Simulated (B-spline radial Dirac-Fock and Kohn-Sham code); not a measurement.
Run log: Rb

ΔSCF core binding energies without Breit or QED terms, calculated with a B-spline atomic structure program. Keys: rel is the Hamiltonian (dirac, or spin-free x2c and nr, where L3 and M5 stand for the whole 2p and 3d shells), method is hf or an exchange,correlation pair (spin-unpolarised, also for the hole states), nuc the nuclear model, radius_factor scales its radius, rmax is the box in bohr, h the logarithmic mesh step, order the B-spline order, points the quadrature points per cell, c_factor scales the speed of light, and damp, ndamp, maxit and tol steer the iteration. The run stops when the commutator error falls below 10·tol·max(1, Z/10), or the numerical noise floor, and the energy has settled to about 1e-8 Ha; the virial ratio is −V/T.

Input (task.json):

```json
{"items": [{"Z": 37, "q": 0, "cfg": [[1, 0, 2], [2, 0, 2], [2, 1, 6], [3, 0, 2], [3, 1, 6], [3, 2, 10], [4, 0, 2], [4, 1, 6], [5, 0, 1]], "A": 85, "rrms": 4.2036, "do": "settings", "holes": ["K", "L3", "M5"],
  "settings": [{"rel": "dirac", "method": "hf", "nuc": "fermi", "radius_factor": 1.0, "rmax": 45.0, "h": 0.3, "order": 8, "points": 10, "c_factor": 1.0, "maxit": 5, "damp": 0.5, "ndamp": 3, "tol": 1e-08}]}]}
```

Command: `python xray2_run.py task.json out`

Ground-state iterations:

```
iter   energy (Ha)        error
   1    -2979.29971256  1.33e+00
   2    -2979.71052460  1.08e-01
   3    -2979.80047841  2.42e-02
   4    -2979.80500370  9.16e-03
   5    -2979.80540977  2.73e-03
```

The ground state had not converged after 5 iterations, with total energy -2979.80541 Ha, virial ratio 1.97212 and highest orbital energy -3.82 eV. ΔSCF binding energies: K (1s) 15241.4 eV, L3 (2p3/2) 1813.9 eV, M5 (3d5/2) 115.9 eV (not all states converged, so these are not final).

Question: One setting is unsound. Which, and why?

Answer: maxit ends the run before self-consistency. With the default settings (Dirac Hartree-Fock): The ground state converged in 10 iterations, with total energy -2979.80549 Ha, virial ratio 1.97197 and highest orbital energy -3.81 eV. ΔSCF binding energies: K (1s) 15241.3 eV, L3 (2p3/2) 1813.9 eV, M5 (3d5/2) 115.9 eV.
